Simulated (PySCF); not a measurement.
**Property card for `C[SiH2]B(O)O`**

Species: CH₇BO₂Si.
Atom-mapped SMILES: `[CH3:1][SiH2:2][B:3]([OH:4])[OH:5]` (hydrogens: H6, H7, H8 on C1; H9, H10 on Si2; H11 on O4; H12 on O5)

Geometry (PBE0-D3(BJ)/def2-SVP, Å), atoms numbered from 1 in this order:
```
atom  x, y, z in Å
C1     2.0085    0.1478    0.0954
Si2    0.4733   -0.8745   -0.2972
B3    -1.2249    0.2041   -0.0021
O4    -2.4201   -0.4461    0.0669
O5    -1.0983    1.5586    0.1010
H6     2.0128    1.0647   -0.5138
H7     2.0115    0.4500    1.1539
H8     2.9354   -0.4092   -0.1074
H9     0.4516   -2.1220    0.5360
H10    0.5280   -1.3234   -1.7298
H11   -3.1922    0.1223    0.1756
H12   -1.9254    2.0412    0.2204
```

Structural features include: Si–H bond, C–Si bond and three-coordinate boron.

From PBE0-D3(BJ)/def2-SVP geometry optimisation, gas phase (PySCF):

```
Point group                  : C1
Rotational constants A, B, C : 6.467, 2.328, 1.781 GHz
```

PBE0/def2-SVPD ground state, ΔSCF and vertical TDDFT (core frozen in the response) (PySCF):

```
Dipole moment                                                     : 2.98 D
HOMO energy                                                       : -8.06 eV
LUMO energy                                                       : -0.37 eV
HOMO–LUMO gap                                                     : 7.69 eV
Lowest singlet excitation                                         : 6.74 eV (184 nm, f = 0.147)
Strongest line among the 10 lowest singlet transitions            : S1 at 6.74 eV (184 nm, f = 0.147)
Lowest triplet excitation (Tamm–Dancoff)                          : 5.47 eV
Static isotropic polarisability                                   : 65.4 au
Vertical ionisation energy                                        : 10.15 eV
Electronic spatial extent ⟨r²⟩ about the centre of nuclear charge : 687 bohr²
```

HF/pcSseg-2 ground state and GIAO shieldings, non-relativistic (PySCF):

```
13C chemical shifts (computed TMS as zero) by class         : -7.8 (C1) ppm
1H chemical shifts (computed TMS as zero) by class          : 3.55 (H9/H10), 3.16 (H11/H12), 0.16 (H6/H7/H8) ppm
Isotropic shieldings of nuclei other than C and H, by class : 80 (B3), 215 (O4/O5), 451 (Si2) ppm
```

**delta-SCF UKS SCAN, pcX-2 on the ionised atom, pcseg-1 elsewhere, spin-free X2C; 2p3/2 from a spin–orbit splitting computed afterwards within the 2p shell (PySCF)**

```
Core binding energies : Si2p3/2 105.9 (Si2), B1s 197.1 (B3), C1s 289.9 (C1), O1s 539.3 (O4/O5), Si1s 1845.6 (Si2) eV
```

Monoisotopic mass (most abundant isotopes): 90.0308 u.

With B = h/(8π²I), that is 505.379 GHz u Å² over I, the principal moments of inertia are 78.1, 217.1 and 283.7 u Å² (most abundant isotopes). The polarisability is 9.70 Å³ as a volume (1 au = 0.148185 Å³), or 1.36 au for each of the 48 electrons. The largest Löwdin shares of the LUMO are 0.30 on B3, 0.20 on O5, 0.18 on O4 and 0.14 on H12. The principal polarisabilities are 54.2, 65.8 and 76.2 au; their mean is the isotropic value. The vertical singlet–triplet gap S1 − T1 is 1.27 eV (TDDFT singlet less Tamm–Dancoff triplet; S1: HOMO→LUMO, weight 0.91; T1: HOMO→LUMO+1, weight 0.95). In wavenumbers S1 is 54400 cm⁻¹ (1 eV = 8065.54 cm⁻¹). The rotational constants make it an asymmetric top with κ = (2B − A − C)/(A − C) = -0.77, nearer the prolate limit (−1). The largest Löwdin shares of the HOMO are 0.32 on Si2, 0.27 on B3, 0.09 on C1 and 0.08 on O4.

 NMR classes are plain means over equivalent atoms (diastereotopic ones count apart unless rotation or inversion swaps them), as if these changed places fast; in this geometry the members of some classes differ.

One conformer stands for the species.
